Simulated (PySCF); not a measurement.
Adding and removing an electron: SrIn

ROHF-MP2; Sr def2-SVP with ECP28, In def2-SVP with ECP28; scalar-relativistic core potentials (PySCF 2.14). Neutral (ROHF): doublet (π ↑), Re = 3.507 Å, ωe = 83.8 cm⁻¹, De = 0.36 eV.

SrIn⁺ (RHF): singlet (closed shell), Re = 3.794 Å, ωe = 82.3 cm⁻¹, De = 1.18 eV to Sr⁺ + In. The energies at the minima are -219.68768 hartree for SrIn and -219.51913 for SrIn⁺.

(1) Work out the adiabatic ionisation energy, without and with harmonic zero-point energies (1 hartree = 27.2114 eV, 1 eV = 8065.5 cm⁻¹), and the change of the bond length.

Correlated steps freeze 4 core orbitals. Weak bonds: SrIn. Basis-set superposition, not corrected here, can be much of De in a small basis, most of all at correlated wavefunction levels. These are scalar-relativistic numbers at best; spin–orbit coupling would shift them, the dissociation energy most. For an ion De counts to the pair picked by the measured ionisation energies or electron affinities, which need not be the lowest pair at this level. Where the molecule has an RHF reference, its open-shell atoms are computed with UHF. States were picked by a PBE0 search and need not be the measured ground states.

Answers

(1) At MP2: 0.16855 hartree = 4.586 eV between the minima; the zero-point term (82.3 − 83.8)/2 cm⁻¹ = -0.000 eV makes it 4.586 eV. Re changes by +28.7 pm against the neutral. The electron leaves a π orbital, and the longer bond of the ion fits a bonding orbital, or a change in how ionic the bond is.
